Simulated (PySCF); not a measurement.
Species: C₇H₉PS.
Atom-mapped SMILES: `[CH3:1][S:2][c:3]1[cH:4][cH:5][c:6]([CH3:7])[p:8][cH:9]1`

Structure used (PBE0-D3(BJ)/def2-SVP), in Å, numbered top down from 1:
```xyz
18
C7H9PS angstrom
C      3.4735    0.6910    0.2056
S      2.2637    0.5384    1.5246
C      0.7374    0.3058    0.6667
C     -0.3824    0.1349    1.5019
C     -1.6695   -0.0604    1.0234
C     -2.0279   -0.1147   -0.3291
C     -3.4696   -0.3299   -0.7014
P     -0.8607    0.0602   -1.6076
C      0.6154    0.2874   -0.7211
H      3.5211   -0.2183   -0.4120
H      4.4414    0.8267    0.7077
H      3.2800    1.5689   -0.4281
H     -0.2278    0.1559    2.5846
H     -2.4648   -0.1832    1.7684
H     -4.0983    0.5050   -0.3504
H     -3.8650   -1.2514   -0.2440
H     -3.6017   -0.4114   -1.7902
H      1.5089    0.4229   -1.3362
```

NICS = −σ at a ghost point: NICS(0) at the centroid of the ring atoms, NICS(1) 1 Å to either side along the normal of their mean plane, zz for the tensor component along that normal. Level: GIAO PBE0/pcSseg-1 (PySCF, non-relativistic, gas phase) on the PBE0-D3(BJ)/def2-SVP geometry, one conformer.

Ring bond lengths (Å), with Mayer bond orders in brackets: C3–C4 1.407 (1.32), C4–C5 1.387 (1.52), C5–C6 1.400 (1.35), C6–P8 1.740 (1.32), P8–C9 1.737 (1.30), C9–C3 1.393 (1.39).

What do the NICS probes read (ppm)?

```csv
ring,type,NICS(0),"NICS(1), two faces","NICS(1)zz, two faces",rms pucker (Å),"centre to ring atoms, mean (Å)"
C3–C4–C5–C6–P8–C9,6-membered ring with P; formal bonds all aromatic,-6.9,-9.7 / -9.8,-23.2 / -23.3,0.00,1.50
```

What do they say, and how far can they be read as aromaticity?

- C3–C4–C5–C6–P8–C9: mean NICS(1)zz -23.2 ppm, shielded.

What does the geometric index give? HOMA = 1 − mean of α(R − Ropt)² over the ring bonds, with Krygowski's 1993 parameters (CC: Ropt 1.388 Å, α 257.7 Å⁻²; CP: Ropt 1.698 Å, α 118.91 Å⁻²).

- C3–C4–C5–C6–P8–C9: HOMA 0.91; the largest term is that of C6–P8, α(R − Ropt)² = 0.21.

Give the inner angles of the rings and the Hirshfeld charges of the ring atoms.

- C3–C4–C5–C6–P8–C9: C3 121.3° (-0.017 e), C4 123.4° (-0.055 e), C5 125.2° (-0.044 e), C6 122.3° (-0.051 e), P8 102.0° (+0.076 e), C9 125.8° (-0.127 e); sum 720.0° against 720° for a flat convex ring.

What are the shieldings of the ring atoms and their hydrogens in the same run (means over atoms taken as equivalent)?

```csv
atoms,environment,σ isotropic (ppm),"principal values of the symmetric part, first atom (ppm)"
C3,substituted aromatic carbon,33.9,"-56.0, 2.6, 155.0"
C4,aromatic CH carbon,51.7,"-46.1, 42.1, 159.0"
C5,aromatic CH carbon,44.8,"-63.3, 38.8, 158.9"
C6,substituted aromatic carbon,11.6,"-153.3, 6.4, 181.7"
P8,phosphorus bonded to 2 C,84.5,"-171.8, -39.7, 465.0"
C9,aromatic CH carbon,34.7,"-118.6, 42.4, 180.3"
H13,aromatic hydrogen,23.88,"18.9, 23.2, 29.5"
H14,aromatic hydrogen,23.55,"19.0, 23.4, 28.2"
H18,aromatic hydrogen,23.38,"19.4, 19.6, 31.1"
```

How do the values depend on the level or the medium?

| level | NICS(0), C3–C4–C5–C6–P8–C9 | mean NICS(1)zz, C3–C4–C5–C6–P8–C9 |
| --- | --- | --- |
| PBE0/pcSseg-1, gas | -6.9 | -23.2 |
| wB97X-D/pcSseg-1, gas | -7.0 | -23.8 |
| PBE0/pcSseg-1, IEF-PCM cyclohexane | -6.8 | -23.2 |
| PBE0/pcSseg-1, IEF-PCM water | -6.7 | -23.3 |

The geometry is the same throughout; the continuum's cavity takes Bondi-type radii × 1.2.
